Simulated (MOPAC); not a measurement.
Input file for MOPAC: AM1 on AlH4N (SMILES [NH2][AlH2]), a point of a bond scan (R = 1.008 Å).

```
AM1 1SCF PRECISE CHARGE=0 THREADS=1
AlH4N

Al     0.01202691 1    -0.28251526 1    -0.58588261 1
H     -1.25287826 1    -0.11264194 1    -1.51237750 1
H      1.30419113 1    -1.09271048 1    -0.98729284 1
N     -0.02070206 1     0.48629669 1     1.00848631 1
H     -0.78952954 1     1.02757132 1     1.37268570 1
H      0.72678123 1     0.44640271 1     1.68405446 1
```

The log:

```
*******************************************************************************
 **                                                                           **
 **                              MOPAC v23.2.5                                **
 **                                                                           **
 *******************************************************************************
 ** MOPAC's Digital Object Identifier: https://doi.org/10.5281/zenodo.6511958 **
 **                                                                           **
 ** Please cite the open-source release paper for use of this MOPAC version:  **
 ** J. E. Moussa and J. J. P. Stewart (2026)                                  **
 ** MOPAC: An open-source semiempirical molecular orbital program             **
 ** J. Open Source Softw., 11(119), 8025, https://doi.org/10.21105/joss.08025 **
 *******************************************************************************

                              AM1 CALCULATION RESULTS

 *******************************************************************************
 *  AM1        - The AM1 Hamiltonian to be used
 *
 *
 *
 *                 CHARGE ON SYSTEM = 0
 *
 *
 *
 *  PRECISE    - TIGHTER CRITERIA TO BE USED
 *  1SCF       - DO 1 SCF AND THEN STOP
 *  THREADS=1  - MULTI-THREADING NOT USED
 *  T=         - A TIME OF 172800.0 SECONDS REQUESTED
 *  DUMP=N     - RESTART FILE WRITTEN EVERY 7200.0 SECONDS REQUESTED
 *******************************************************************************
AM1 1SCF PRECISE CHARGE=0 THREADS=1
 AlH4N

   ATOM   CHEMICAL          X               Y               Z
  NUMBER   SYMBOL      (ANGSTROMS)     (ANGSTROMS)     (ANGSTROMS)

     1      Al          0.01202691  *  -0.28251526  *  -0.58588261  *
     2       H         -1.25287826  *  -0.11264194  *  -1.51237750  *
     3       H          1.30419113  *  -1.09271048  *  -0.98729284  *
     4       N         -0.02070206  *   0.48629669  *   1.00848631  *
     5       H         -0.78952954  *   1.02757132  *   1.37268570  *
     6       H          0.72678123  *   0.44640271  *   1.68405446  *



          CARTESIAN COORDINATES

    NO.       ATOM           X           Y           Z

     1        Al          0.0120     -0.2825     -0.5859
     2         H         -1.2529     -0.1126     -1.5124
     3         H          1.3042     -1.0927     -0.9873
     4         N         -0.0207      0.4863      1.0085
     5         H         -0.7895      1.0276      1.3727
     6         H          0.7268      0.4464      1.6841

  H: (AM1): M.J.S. DEWAR ET AL, J. AM. CHEM. SOC. 107 3902-3909 (1985)
  N: (AM1): M.J.S. DEWAR ET AL, J. AM. CHEM. SOC. 107 3902-3909 (1985)
 Al: (AM1): M. J. S. Dewar, A. J. Holder, Organometallics, 9, 508-511 (1990).

           Empirical Formula: H4 N Al  =     6 atoms



      MOLECULAR POINT GROUP   :   C2v


      RHF CALCULATION, NO. OF DOUBLY OCCUPIED LEVELS = 6


 -------------------------------------------------------------------------------
 AM1 1SCF PRECISE CHARGE=0 THREADS=1
 AlH4N



     1SCF WAS SPECIFIED, SO BFGS WAS NOT USED
     SCF FIELD WAS ACHIEVED


                              AM1 CALCULATION
                                                       MOPAC v23.2.5 Linux




          FINAL HEAT OF FORMATION =        -13.84883 KCAL/MOL =     -57.94352 KJ/MOL


          COSMO AREA              =         88.33 SQUARE ANGSTROMS
          COSMO VOLUME            =         73.31 CUBIC ANGSTROMS

          IONIZATION POTENTIAL    =         10.395754 EV
          HOMO LUMO ENERGIES (EV) =        -10.396 -0.109
          NO. OF FILLED LEVELS    =          6
          MOLECULAR WEIGHT        =         45.0198         POINT GROUP:  C2v

          MOLECULAR DIMENSIONS (Angstroms)

            Atom       Atom       Distance
            H     6    H     2     3.80115
            H     5    H     3     3.60478
            H     2    N     4     0.00000


          SCF CALCULATIONS        =          1





   ATOM   CHEMICAL          X               Y               Z
  NUMBER   SYMBOL      (ANGSTROMS)     (ANGSTROMS)     (ANGSTROMS)

     1      Al          0.01202691  *  -0.28251526  *  -0.58588261  *
     2       H         -1.25287826  *  -0.11264194  *  -1.51237750  *
     3       H          1.30419113  *  -1.09271048  *  -0.98729284  *
     4       N         -0.02070206  *   0.48629669  *   1.00848631  *
     5       H         -0.78952954  *   1.02757132  *   1.37268570  *
     6       H          0.72678123  *   0.44640271  *   1.68405446  *

                             CARTESIAN COORDINATES

   1   Al        0.012026910    -0.282515260    -0.585882610
   2    H       -1.252878260    -0.112641940    -1.512377500
   3    H        1.304191130    -1.092710480    -0.987292840
   4    N       -0.020702060     0.486296690     1.008486310
   5    H       -0.789529540     1.027571320     1.372685700
   6    H        0.726781230     0.446402710     1.684054460


           Empirical Formula: H4 N Al  =     6 atoms



      MOLECULAR POINT GROUP   :   C2v


                  EIGENVALUES
 -31.80780 -16.39904 -15.46685 -12.45300 -10.66029 -10.39575  -0.10899   1.34763
   2.51336   2.86777   5.24530   6.12476


              NET ATOMIC CHARGES AND DIPOLE CONTRIBUTIONS

  ATOM NO.   TYPE          CHARGE      No. of ELECS.   s-Pop       p-Pop
    1         Al           0.217492        2.7825     1.06652     1.71599
    2          H          -0.045850        1.0458     1.04585
    3          H          -0.045850        1.0458     1.04585
    4          N          -0.470515        5.4705     1.50003     3.97049
    5          H           0.172361        0.8276     0.82764
    6          H           0.172361        0.8276     0.82764
 DIPOLE           X         Y         Z       TOTAL
 POINT-CHG.    -0.004     0.092     0.190     0.211
 HYBRID        -0.028     0.665     1.380     1.532
 SUM           -0.032     0.757     1.570     1.743


          ATOMIC ORBITAL ELECTRON POPULATIONS

     Atom    s        px        py        pz
    1 Al   1.06652   0.73872   0.41732   0.55995
    2  H   1.04585
    3  H   1.04585
    4  N   1.50003   1.19132   1.52896   1.25021
    5  H   0.82764
    6  H   0.82764

 **********************
 *                    *
 * JOB ENDED NORMALLY *
 *                    *
 **********************




 == MOPAC DONE ==
```

The run finished.

Cost: very roughly 0.03 core-seconds.
